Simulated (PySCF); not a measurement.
An unknown gives this computed stick spectrum. The calculation used PySCF, TDDFT PBE0/def2-SVPD, vertical, gas phase, core orbitals frozen in the response. Geometries: GFN2-xTB, one conformer each.

```json
{"state": "S1", "E (eV)": "3.55", "f": "0.0015"}
{"state": "S2", "E (eV)": "5.30", "f": "0.0076"}
{"state": "S3", "E (eV)": "5.90", "f": "0.066"}
{"state": "S4", "E (eV)": "6.30", "f": "0.035"}
{"state": "S5", "E (eV)": "6.58", "f": "0.089"}
{"state": "S6", "E (eV)": "6.84", "f": "0.033"}
{"state": "S7", "E (eV)": "7.01", "f": "0.045"}
{"state": "S8", "E (eV)": "7.05", "f": "0.064"}
```

Triplets computed (Tamm–Dancoff): 2.87, 4.42, 5.21 eV.

Orbital energies (eV): HOMO-3 -10.16, HOMO-2 -10.15, HOMO-1 -7.82, HOMO -6.98, LUMO -1.34, LUMO+1 0.02, LUMO+2 0.38.

Question: Which candidate is it? All have the formula C4H7FOSi.
A. `C(/C=C/F)(=O)C[SiH3]`
B. `O=C([SiH3])C/C=C\F`
C. `C/C=C(/[SiH3])C(=O)F`

Answer: B. Its S1, at 3.55 eV, is the lowest among the candidates; the nearest of the others has S1 at 3.95 eV. S1 is HOMO→LUMO (93%). Löwdin shares by element: HOMO oxygen 41%, carbon 26% or more, silicon 11% (atoms not listed hold the other 21%); LUMO carbon 45% or more, oxygen 32%, silicon 11%. At the same level the other candidates give, for their lowest levels:
- `C/C=C(/[SiH3])C(=O)F`: 4.76 eV (f 0.000); 5.72 eV (f 0.236); 6.26 eV (f 0.002); 6.80 eV (f 0.000); 7.13 eV (f 0.027); T1 3.53 eV; HOMO -8.35, LUMO -2.12 eV
- `O=C(/C=C/F)C[SiH3]`: 3.95 eV (f 0.000); 5.88 eV (f 0.325); 5.99 eV (f 0.000); 6.68 eV (f 0.000); 6.82 eV (f 0.001); T1 3.48 eV; HOMO -7.82, LUMO -1.89 eV

Shape of the structure used: `[O:1]=[C:2]([SiH3:3])[CH2:4]/[CH:5]=[CH:6]\[F:7]`: O1–C2–C4–C5 -15°, C2–C4–C5–C6 -127°.
